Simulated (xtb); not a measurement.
CrO2F2, SMILES [O]=[Cr](=[O])([F])[F], multiplicity 1. All values are semi-empirical tight-binding results from xtb (GFN2-xTB unless named), good for trends rather than for accurate numbers. The structure is a stationary point at GFN2-xTB. The multiplicity is an assumed one; other spin states were not compared. The isomer is the one that the SMILES or the coordinates give; other isomers of the formula were not compared.

Optimised geometry:

```xyz
5

Cr     0.0000     0.0000     0.0556
O      0.0000     1.2798     0.9269
O      0.0000    -1.2798     0.9269
F     -1.3717     0.0000    -0.8981
F      1.3717     0.0000    -0.8981
```

For metal compounds this method's bond lengths and energies can be far off.

```yaml
point_group_as_xtb_finds_it: C2v
orbital_gap: 3.02 eV
zero_point_energy: 6.5 kcal/mol
G − E(el) at 298.15 K (modified RRHO): -11.4 kcal/mol
```

Computed atomic charges and the Wiberg bond orders between heavy atoms:
charges (e) Cr1 0.81, O2 -0.26, O3 -0.26, F4 -0.15, F5 -0.15. Bond orders Cr1–O2 2.25, Cr1–O3 2.25, Cr1–F4 1.24, Cr1–F5 1.24.
